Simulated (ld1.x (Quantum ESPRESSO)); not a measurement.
**V: variants of one RRKJ potential**

Base potential:

```json
{"Element": "vanadium (V)", "Generator": "ld1.x (Quantum ESPRESSO) 7.5", "Type": "norm-conserving RRKJ (Kleinman–Bylander form)", "Functional": "PBEsol", "Relativity": "scalar-relativistic", "Frozen core": "[Ar]", "Valence charge": "5", "Reference configuration": "3d3 4s1 4p1", "Partial waves": "4p (bound): rc 3.85 bohr; 3d (bound): rc 1.70 bohr; 4s (bound): rc 3.00 bohr", "Local potential": "the s channel", "Core correction": "Bessel-smoothed model core inside 1.20 bohr"}
```

All-electron outer shells of the reference configuration (PBEsol, scalar-relativistic, ld1.x):

```csv
shell,level (eV),outermost node (bohr),outermost maximum (bohr)
3s,-71.45,0.38,0.82
3p,-45.37,0.35,0.84
3d,-6.51,–,0.90
4s,-5.54,1.17,2.72
4p,-2.10,1.30,3.54
```

Cutoffs, loose and tight: the cutoffs (Ry, on a coarse ladder) from which the occupation-weighted sum of valence levels, in a spherical-Bessel basis at the reference potential, stays within 10 and 1 mRy of its value at 400 Ry. They do not see the model core or the augmentation charge, which bear on the density cutoff. Test errors are all-electron minus pseudo excitation energies from the reference, over the configurations 3d3 4s2 4p0; 3d3 4s1 4p0; 3d3 4s0 4p0; 3d3 4s0 4p1; 3d3.5 4s1.5 4p0; 3d2 4s2 4p1; 3d1 4s0 4p0. A dash means not determined; rows that change the core or the reference have their own tests.

| change | outcome | cutoff, loose | cutoff, tight | bound ghosts | largest test error (meV) |
| --- | --- | --- | --- | --- | --- |
| base | generated | 55 Ry | 70 Ry | none | -1742 |
| functional LDA (PZ) | generated | 55 Ry | 70 Ry | none | -1735 |
| wave 4p (bound): rc 3.85 bohr becomes 4p (bound): rc 5.10 bohr | generated | 55 Ry | 70 Ry | none | -1857 |
| reference 3d3 4s2 4p0 | generated | 55 Ry | 70 Ry | none | -1902 |
| core [Ne], valence charge 13; reference 3s2 3p6 3d3 4s2 4p0; waves now 3p (bound): rc 0.90 bohr; 3d (bound): rc 1.80 bohr; 3s (bound): rc 1.20 bohr; core correction none | generated, misses its reference levels by 0.18 eV | 160 Ry | 200 Ry | none | -917 |
| wave 4s (bound): rc 3.00 bohr becomes 4s (bound): rc 2.08 bohr | generated | 55 Ry | 70 Ry | none | -1722 |
| all radii but the core radius scaled by about 1.29 (s 3.88, p 4.96, d 2.20 bohr) | generated | 35 Ry | 50 Ry | none | -735 |
| wave 3d (bound): rc 1.70 bohr becomes 3d (bound): rc 2.48 bohr | generated | 30 Ry | 40 Ry | none | +1080 |
